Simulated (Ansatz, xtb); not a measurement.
**Ligand exchange: C2H5Br + AgCl → C2H5Cl + AgBr**

Gas-phase species: C2H5Br (bromoethane) `CCBr`, singlet; AgCl, singlet; C2H5Cl (chloroethane) `CCCl`, singlet; AgBr (silver bromide), singlet. The partners trade Br for Cl: C–Br and Ag–Cl bonds give way to C–Cl and Ag–Br.

Shapes, held fixed at every level: PBE0-D4/def2-TZVP. Programs: Ansatz 0.2.0, xtb 6.7.1. The zero-point and thermal change to 298 K, harmonic and unscaled (PBE0-D4/def2-TZVP), is +0.9 kJ/mol.

Estimate ΔH(298 K) of this reaction.

The highest level, CCSD(T)/def2-TZVPP, gives ΔH(298 K) = -21.6 kJ/mol; the levels span -55.5 to -20.9. The column of differences is taken from that level and isn't an error. No measured value is set beside it here. For atoms past krypton def2 sets carry core potentials with scalar relativity. Relativity is left out for Br. Outer-core shells of Ag, Br are correlated, in sets that cover them unevenly.

```
                level                   kind  ΔH(298 K) (kJ/mol)  less CCSD(T)/def2-TZVPP
             GFN2-xTB         semi-empirical               -55.5                    -33.9
          HF/def2-SVP           Hartree–Fock               -28.6                     -7.0
     SPW92/def2-TZVPP                    LDA               -25.4                     -3.8
r2SCAN0-D4/def2-TZVPP          global hybrid               -26.5                     -4.9
    B2PLYP/def2-TZVPP          double hybrid               -23.7                     -2.1
       MP2/def2-TZVPP    perturbation theory               -20.9                     +0.7
        CCSD/def2-SVP  coupled cluster or CI               -31.4                     -9.8
      CCSD/def2-TZVPP  coupled cluster or CI               -22.3                     -0.7
   CCSD(T)/def2-TZVPP  coupled cluster or CI               -21.6                      0.0
```
